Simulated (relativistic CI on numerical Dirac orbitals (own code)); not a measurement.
# Ti²⁺ (3d2) in a crystal field

Calculated by Dirac-Coulomb-Breit CI, separate exchange-only KLI orbitals for each configuration, a model potential for QED, one configuration in a parametric crystal field, unscaled Slater integrals (own radial code). With so little scaling, terms lie 10 to 35 % too far apart, which can change the order of excited levels.

Field parameters in Wybourne normalisation: D3d B²₀ = −7Dσ, B⁴₀ = −14Dq − 21Dτ, B⁴₃ = −14√(10/7) Dq; D4h B²₀ = −7Ds, B⁴₀ = 21(Dq − Dt), B⁴₄ = 21√(5/14) Dq. The field is a parameter set, without covalency.

S and J are read from ⟨S²⟩ = S(S + 1) and ⟨J²⟩ = J(J + 1) of each level; they are not fictitious spins.

D4h, 10Dq = 12900, Ds = 1310, Dt = 520 cm⁻¹, the lowest 10 levels:

```json
{"E (cm⁻¹)": "0.0", "Degeneracy": "1", "Irrep": "A1", "S": "1.00", "J": "2.98"}
{"E (cm⁻¹)": "11.1", "Degeneracy": "2", "Irrep": "E", "S": "1.00", "J": "3.08"}
{"E (cm⁻¹)": "631", "Degeneracy": "1", "Irrep": "B1", "S": "1.00", "J": "2.91"}
{"E (cm⁻¹)": "637", "Degeneracy": "1", "Irrep": "B2", "S": "1.00", "J": "2.95"}
{"E (cm⁻¹)": "701", "Degeneracy": "2", "Irrep": "E", "S": "1.00", "J": "3.33"}
{"E (cm⁻¹)": "746", "Degeneracy": "1", "Irrep": "A2", "S": "1.00", "J": "3.51"}
{"E (cm⁻¹)": "764", "Degeneracy": "1", "Irrep": "A1", "S": "1.00", "J": "3.68"}
{"E (cm⁻¹)": "6229", "Degeneracy": "2", "Irrep": "E", "S": "1.00", "J": "3.28"}
{"E (cm⁻¹)": "6232", "Degeneracy": "1", "Irrep": "B1", "S": "1.00", "J": "3.31"}
{"E (cm⁻¹)": "9740", "Degeneracy": "1", "Irrep": "B2", "S": "1.00", "J": "2.96"}
```

D3d, 10Dq = 25950, Dσ = 670, Dτ = -100 cm⁻¹, the lowest 16 levels:

| E (cm⁻¹) | Degeneracy | Irrep | S | J |
| --- | --- | --- | --- | --- |
| 0.0 | 2 | E | 1.00 | 2.79 |
| 53.2 | 2 | E | 1.00 | 3.03 |
| 104 | 1 | A1 | 1.00 | 3.24 |
| 126 | 1 | A2 | 1.00 | 3.43 |
| 604 | 2 | E | 1.00 | 3.27 |
| 615 | 1 | A1 | 1.00 | 3.38 |
| 11802 | 1 | A1 | 0.00 | 3.12 |
| 12331 | 2 | E | 0.00 | 3.14 |
| 13231 | 2 | E | 0.00 | 3.02 |
| 23745 | 1 | A2 | 1.00 | 3.15 |
| 23747 | 1 | A1 | 1.00 | 3.16 |
| 23766 | 2 | E | 1.00 | 3.26 |
| 23787 | 2 | E | 1.00 | 3.37 |
| 24470 | 2 | E | 1.00 | 3.29 |
| 24472 | 1 | A2 | 1.00 | 3.30 |
| 27710 | 1 | A1 | 0.00 | 3.13 |

D4h, 10Dq = 12800, Ds = 720, Dt = 360 cm⁻¹, the lowest 16 levels:

```
E (cm⁻¹)  Degeneracy  Irrep     S     J
     0.0           1     A1  1.00  2.74
    14.5           2      E  1.00  2.81
    66.1           1     B1  1.00  2.85
    70.2           1     B2  1.00  2.88
     186           2      E  1.00  3.56
     199           1     A2  1.00  3.53
     262           1     A1  1.00  3.89
    7491           2      E  1.00  3.28
    7494           1     B1  1.00  3.30
   10255           1     B2  1.00  3.07
   10273           1     B1  1.00  3.10
   10296           2      E  1.00  3.23
   10326           1     A1  1.00  3.38
   10326           1     A2  1.00  3.36
   12142           1     B2  0.01  2.64
   12700           2      E  0.00  2.76
```

D4h, 10Dq = 20350, Ds = 620, Dt = 140 cm⁻¹, the lowest 10 levels:

```
E (cm⁻¹)  Degeneracy  Irrep     S     J
     0.0           1     A1  1.00  3.05
     6.2           2      E  1.00  3.10
     946           1     B1  1.00  2.80
     948           1     B2  1.00  2.81
    1021           2      E  1.00  3.22
    1084           1     A2  1.00  3.50
    1091           1     A1  1.00  3.59
   12272           1     B2  0.00  2.97
   12526           1     B1  0.00  3.13
   13431           2      E  0.00  2.97
```

D4h, 10Dq = 21400, Ds = -1330, Dt = -110 cm⁻¹, the lowest 10 levels:

```json
{"E (cm⁻¹)": "0.0", "Degeneracy": "1", "Irrep": "B1", "S": "1.00", "J": "2.75"}
{"E (cm⁻¹)": "1.7", "Degeneracy": "1", "Irrep": "B2", "S": "1.00", "J": "2.76"}
{"E (cm⁻¹)": "71.6", "Degeneracy": "2", "Irrep": "E", "S": "1.00", "J": "3.13"}
{"E (cm⁻¹)": "139", "Degeneracy": "1", "Irrep": "A1", "S": "1.00", "J": "3.46"}
{"E (cm⁻¹)": "144", "Degeneracy": "1", "Irrep": "A2", "S": "1.00", "J": "3.49"}
{"E (cm⁻¹)": "3145", "Degeneracy": "1", "Irrep": "A1", "S": "1.00", "J": "3.22"}
{"E (cm⁻¹)": "3145", "Degeneracy": "2", "Irrep": "E", "S": "1.00", "J": "3.21"}
{"E (cm⁻¹)": "10856", "Degeneracy": "1", "Irrep": "A1", "S": "0.00", "J": "3.15"}
{"E (cm⁻¹)": "12331", "Degeneracy": "2", "Irrep": "E", "S": "0.00", "J": "3.01"}
{"E (cm⁻¹)": "15723", "Degeneracy": "1", "Irrep": "B2", "S": "0.00", "J": "2.98"}
```

The free-ion ground term has S = 1. Every field shown keeps that spin.

Levels of this model without a field, named by their leading LS term: 3F_2 0, 3F_3 162, 3F_4 370, 1D_2 11189, 3P_0 13419, 3P_1 13473, 3P_2 13568, 1G_4 17381 cm⁻¹.
